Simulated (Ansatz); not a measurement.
Basis sets compared for Cd10Te10H30. Charge 0, multiplicity 1. Geometry PBE-D4/def2-SVP. Ansatz on 11 threads of AMD EPYC 7R13 on a shared host and a whole NVIDIA H100 80GB HBM3; times are rough, and most runs start from earlier orbitals.

```xyz
50

Cd   -0.325   -2.768    2.860
Cd   -4.261    2.063    2.861
Cd    3.137   -0.288    2.537
Cd    0.683    5.253    1.247
Cd   -5.116   -0.941    1.100
Cd    1.858   -3.108   -0.872
Cd   -2.668   -0.893   -4.401
Cd   -0.756    0.923   -0.375
Cd    3.053    3.760   -0.954
Cd    0.711    0.071   -4.950
Te   -2.188   -0.439    3.635
Te   -2.513   -3.729    0.986
Te    0.922   -1.103    0.920
Te   -1.573    3.007    1.399
Te    2.216    2.630    2.702
Te    4.662    0.480    0.046
Te   -3.115   -0.387   -1.278
Te   -0.515   -2.917   -2.816
Te    3.459   -1.606   -2.999
Te    1.131    1.737   -2.327
H     0.127   -3.799    4.136
H    -4.793    1.068    1.533
H    -4.237    2.997    4.269
H     3.929   -0.885    3.919
H     0.327    6.254    2.560
H     1.332    4.644   -0.256
H    -3.830   -1.678    2.102
H    -6.670   -1.010    0.413
H     2.407   -4.706   -0.616
H    -3.967   -1.881   -4.826
H    -1.299    0.190   -4.482
H     3.405    2.682    0.448
H     3.711    4.765   -2.162
H     1.078   -1.471   -4.099
H     0.997    1.103   -6.273
H    -3.106   -1.245    4.790
H    -1.186    0.158    4.890
H    -3.425   -4.498    2.167
H    -1.706   -5.201    0.683
H    -2.414    3.683    0.109
H     1.756    2.607    4.353
H     3.723    3.216    3.162
H     5.903    1.459    0.619
H     5.729   -0.861    0.123
H    -3.804    1.104   -1.641
H    -1.430   -4.189   -2.110
H     0.157   -4.039   -3.876
H     3.357   -3.002   -3.934
H     4.943   -2.187   -2.376
H     0.185    2.978   -2.947
```

In the def2 sets Cd, Te take a core potential; there is no spin–orbit coupling. Single mean-field runs in def2-SVP, def2-TZVP are fitted with def2-universal-jkfit.

Binding counts from free atoms (Cd singlet, Te triplet, H doublet) in the same basis, without a counterpoise term.

```csv
level,functions,energy (Eh),HOMO (eV),LUMO (eV),binding per atom (eV),wall time
PBE-D4/def2-SVP,720,-4375.4007,-5.69,-2.90,1.82,20 s
PBE0-D4/def2-SVP,720,-4375.5245,-6.63,-2.22,1.80,21 s
```

Problem. Estimate the rows for PBE-D4/def2-TZVP, PBE0-D4/def2-TZVP (with forces).

Solution. 
```tsv
level	functions	energy (Eh)	HOMO (eV)	LUMO (eV)	binding per atom (eV)	wall time
PBE-D4/def2-TZVP	1080	-4375.9468	-5.70	-2.93	1.82	23 s
PBE0-D4/def2-TZVP (with forces)	1080	-4376.0447	-6.63	-2.23	1.81	21 s
```
